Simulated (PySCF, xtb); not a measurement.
C4H12Si2, SMILES [SiH2]1CCCC[SiH2]1.

xtb 6.7.1 with GFN2-xTB at its own geometry gives an orbital gap of 4.33 eV and a dipole moment of 0.29 D.

Coordinates come from a TPSSh-D3(BJ)/def2-SVP optimisation. Other conformers were not sampled.

**Question.** What does M06-2X/def2-TZVP (PySCF) give? (Estimate from the structure and the level; the computed values follow.)

**Answer.** gap 9.37 eV (levels -8.40 and 0.97 eV), dipole 1.08 D.
